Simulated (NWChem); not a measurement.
# Basis-set dependence for ClGa

```xyz
2

Ga     0.0000     0.0000    -0.7909
Cl     0.0000     0.0000     1.4423
```
Charge 0, spin multiplicity 1.

The numbers come from NWChem runs, not from measurements. Structure: optimised with B3LYP/def2-SVP, a minimum by its harmonic frequencies.

Hartree-Fock energies in Ha, correlation energies in mHa.

The Hamiltonian is non-relativistic. The correlated methods keep 14 core orbitals frozen. The structure started from a generated list of species. No row is a measurement; the coupled-cluster row has its own basis-set and correlation limits.

```json
[
 {"basis": "STO-3G", "functions": "27", "RHF": "-2355.47185", "MP2": "-41.8", "SCS-MP2": "-43.2", "CCSD": "-54.9", "CCSD+T(CCSD)": "-235.1", "CCSD(T)": "-191.0", "CR-CCSD[T]": "not run", "CR-CCSD(T)": "not run"},
 {"basis": "def2-SVP", "functions": "50", "RHF": "-2382.42595", "MP2": "-319.2", "SCS-MP2": "-300.2", "CCSD": "-328.5", "CCSD+T(CCSD)": "-339.9", "CCSD(T)": "-338.5", "CR-CCSD[T]": "-337.6", "CR-CCSD(T)": "-336.5"},
 {"basis": "def2-TZVP", "functions": "85", "RHF": "-2382.83361", "MP2": "-380.7", "SCS-MP2": "-363.0", "CCSD": "-396.6", "CCSD+T(CCSD)": "-415.8", "CCSD(T)": "-414.3", "CR-CCSD[T]": "-411.7", "CR-CCSD(T)": "-410.5"},
 {"basis": "def2-QZVP", "functions": "145", "RHF": "-2382.88604", "MP2": "-458.4", "SCS-MP2": "-437.7", "CCSD": "not run", "CCSD+T(CCSD)": "not run", "CCSD(T)": "not run", "CR-CCSD[T]": "not run", "CR-CCSD(T)": "not run"}
]
```

From def2-TZVP to def2-QZVP the Hartree-Fock energy moves by -52.4 mHa and the MP2 correlation energy by -77.7 mHa, which is 17 % of its value in the larger set.
